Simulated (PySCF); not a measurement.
Radial density of Cu³⁺ (copper, charge +3)

B3LYP, [Ar] 3d8, high-spin 3F determinant. Computed with PySCF 2.14 in def2-TZVP, with no relativity, point nucleus.

```json
{"r (bohr)": "0.000737", "4πr²ρ (e/bohr)": "0.1086", "4πr²(ρα − ρβ)": "0.0000"}
{"r (bohr)": "0.00124", "4πr²ρ (e/bohr)": "0.2993", "4πr²(ρα − ρβ)": "0.0000"}
{"r (bohr)": "0.00209", "4πr²ρ (e/bohr)": "0.8044", "4πr²(ρα − ρβ)": "0.0000"}
{"r (bohr)": "0.00351", "4πr²ρ (e/bohr)": "2.098", "4πr²(ρα − ρβ)": "0.0000"}
{"r (bohr)": "0.00590", "4πr²ρ (e/bohr)": "5.164", "4πr²(ρα − ρβ)": "0.0001"}
{"r (bohr)": "0.00992", "4πr²ρ (e/bohr)": "11.59", "4πr²(ρα − ρβ)": "0.0003"}
{"r (bohr)": "0.0167", "4πr²ρ (e/bohr)": "22.20", "4πr²(ρα − ρβ)": "0.0005"}
{"r (bohr)": "0.0281", "4πr²ρ (e/bohr)": "32.92", "4πr²(ρα − ρβ)": "0.0009"}
{"r (bohr)": "0.0472", "4πr²ρ (e/bohr)": "33.57", "4πr²(ρα − ρβ)": "0.0024"}
{"r (bohr)": "0.0794", "4πr²ρ (e/bohr)": "27.79", "4πr²(ρα − ρβ)": "0.0137"}
{"r (bohr)": "0.134", "4πr²ρ (e/bohr)": "37.01", "4πr²(ρα − ρβ)": "0.0975"}
{"r (bohr)": "0.225", "4πr²ρ (e/bohr)": "33.64", "4πr²(ρα − ρβ)": "0.5238"}
{"r (bohr)": "0.378", "4πr²ρ (e/bohr)": "17.48", "4πr²(ρα − ρβ)": "1.7013"}
{"r (bohr)": "0.636", "4πr²ρ (e/bohr)": "22.25", "4πr²(ρα − ρβ)": "2.3693"}
{"r (bohr)": "1.07", "4πr²ρ (e/bohr)": "9.038", "4πr²(ρα − ρβ)": "1.1639"}
{"r (bohr)": "1.80", "4πr²ρ (e/bohr)": "1.016", "4πr²(ρα − ρβ)": "0.1812"}
{"r (bohr)": "3.03", "4πr²ρ (e/bohr)": "0.03460", "4πr²(ρα − ρβ)": "0.0052"}
{"r (bohr)": "5.09", "4πr²ρ (e/bohr)": "5.514e-05", "4πr²(ρα − ρβ)": "0.0000"}
```
